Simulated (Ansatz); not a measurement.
Calculated with Ansatz (gas phase, PBE0-D4/def2-TZVP geometries, no zero-point term in ΔE). CCSD(T)/CBS is the MP2 limit (def2-TZVPP, def2-QZVPP) plus CCSD(T) − MP2 in def2-TZVPP, frozen cores. Functionals use def2-TZVPP. B3LYP here is the variant with VWN-RPA as its local correlation; programs differ in this.

Reaction (redistribution): `F[B]([AlH2])[SiH3]` + `C[C@H]1O[Si@H]1F` → `F[Si@@H]1O[C@H]1[SiH3]` + `C[B](F)[AlH2]`

`F[B]([AlH2])[SiH3]`:

Cartesian coordinates in Å:
```
F -1.023 -1.918 -0.131
B -0.457 -0.723 0.029
Al -1.081 0.552 1.671
Si 0.995 -0.156 -1.301
H -2.265 1.600 1.480
H -0.314 0.523 3.066
H 2.269 0.007 -0.539
H 1.233 -1.079 -2.445
H 0.642 1.194 -1.832
```

`C[C@H]1O[Si@H]1F`:

Z-matrix (Å, degrees):
```
C
C 1 1.498
H 1 1.094 2 110.5
H 1 1.091 2 112.0 3 -120.8
H 1 1.093 2 109.7 3 119.1
O 2 1.514 1 113.4 3 65.6
Si 2 1.797 1 124.6 3 132.3
H 2 1.090 1 113.9 3 -61.0
F 7 1.587 2 121.0 1 4.5
H 7 1.471 2 128.8 1 162.1
```

`F[Si@@H]1O[C@H]1[SiH3]`:

Z-matrix (Å, degrees):
```
Si
O 1 1.633
C 1 1.795 2 52.8
F 1 1.583 2 117.9 3 -110.0
H 1 1.469 2 119.4 3 116.1
Si 3 1.867 1 125.3 2 97.7
H 3 1.091 1 116.4 2 -98.6
H 6 1.486 3 111.2 1 -130.4
H 6 1.487 3 108.4 1 109.3
H 6 1.486 3 109.2 1 -10.0
```

`C[B](F)[AlH2]`:

Cartesian coordinates in Å:
```
C -1.426 -0.056 0.346
B 0.069 -0.508 0.404
F 0.366 -1.517 1.234
Al 1.712 0.370 -0.705
H -1.507 0.933 0.818
H -1.770 0.085 -0.684
H -2.107 -0.736 0.864
H 2.135 -0.186 -2.138
H 2.528 1.616 -0.138
```

```csv
level,ΔE (kJ/mol),difference from CCSD(T)/CBS
PBE-D4,-55.5,9.9
r2SCAN-D4,-63.8,1.6
PBE0-D4,-59.2,6.2
B3LYP-D4,-63.6,1.8
ωB97X-V,-63.0,2.4
ωB97M-V,-69.5,-4.1
B2PLYP,-66.5,-1.1
PBE,-55.0,10.4
r2SCAN,-63.7,1.7
PBE0,-58.8,6.6
B3LYP,-62.7,2.7
HF/def2-TZVPP,-67.0,-1.6
MP2/def2-TZVPP,-71.9,-6.5
SCS-MP2/def2-TZVPP,-69.0,-3.6
CCSD/def2-TZVPP,-64.5,0.9
CCSD(T)/def2-TZVPP,-64.2,1.2
HF/def2-QZVPP,-67.3,-1.9
MP2/def2-QZVPP,-72.8,-7.4
SCS-MP2/def2-QZVPP,-69.8,-4.4
HF/CBS(def2),-67.3,-1.9
MP2/CBS(def2),-73.2,-7.8
CCSD/CBS(def2),-65.7,-0.3
CCSD(T)/CBS,-65.4,0
```

Largest T1 diagnostic among the species: 0.015.

From PBE to PBE0 (25 % exact exchange), in def2-TZVPP and without D4, ΔE moves by −3.8 kJ/mol.
